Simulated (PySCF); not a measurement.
Magnetisability: SMILES CC(C)=C(C)NC=O, C6H11NO

Cartesian coordinates in Å; atom numbers follow the order of the lines, from 1:
```xyz
19

C    -1.836   -1.113   -0.558
C    -0.931    0.017   -0.151
C    -1.594    1.357    0.057
C     0.386   -0.161    0.017
C     1.095   -1.471   -0.126
N     1.198    0.945    0.341
C     2.515    0.988    0.647
O     3.298    0.075    0.717
H    -2.020   -1.785    0.281
H    -2.794   -0.727   -0.894
H    -1.405   -1.695   -1.370
H    -1.344    2.054   -0.746
H    -2.674    1.242    0.067
H    -1.304    1.807    1.007
H     1.747   -1.451   -0.999
H     0.393   -2.290   -0.223
H     1.727   -1.646    0.741
H     0.711    1.828    0.339
H     2.823    2.035    0.846
```

Method: GIAO BHandHLYP/pcSseg-1 magnetisability, rotational g tensor and spin-rotation constants, non-relativistic, gas phase in PySCF 2.14.0. Geometry: GFN2-xTB.

Q: What are the magnetisability and the molar susceptibility?

A: Isotropic -1208 × 10⁻³⁰ J/T², or -72.7 × 10⁻⁶ cm³/mol; principal values -1313, -1181, -1128 × 10⁻³⁰ J/T², anisotropy 165 × 10⁻³⁰ J/T² (root of half the summed squared differences of the principal values). The susceptibility is in cgs units.

Q: Split it along the inertial axes a, b, c into diamagnetic and paramagnetic parts about the centre of mass, with the quadrupole moment.

A: 
```csv
axis,χ (10⁻⁶ cm³/mol),diamagnetic (10⁻⁶ cm³/mol),paramagnetic (10⁻⁶ cm³/mol),summed x² of all electrons (Å²),quadrupole Θ (D Å)
a,-68.9,-436.1,367.2,231.9,-10.18
b,-70.3,-1049.5,979.2,87.3,+9.62
c,-79.1,-1354.3,1275.2,15.5,+0.57
```
Anisotropies 2χaa − χbb − χcc = +11.6 and 2χbb − χaa − χcc = +7.4 × 10⁻⁶ cm³/mol. Θ is traceless in Buckingham's convention.

Q: And the rotational g tensor?

A: 
| axis | rotational constant (GHz) | g | nuclear part | electronic part |
| --- | --- | --- | --- | --- |
| a | 3.9780 | -0.0298 | 0.6565 | -0.6862 |
| b | 1.2747 | -0.0157 | 0.5707 | -0.5864 |
| c | 0.9842 | -0.0056 | 0.5841 | -0.5897 |

Asymmetric top; isotopes 12C, 1H, 14N, 16O; no vibrational averaging.
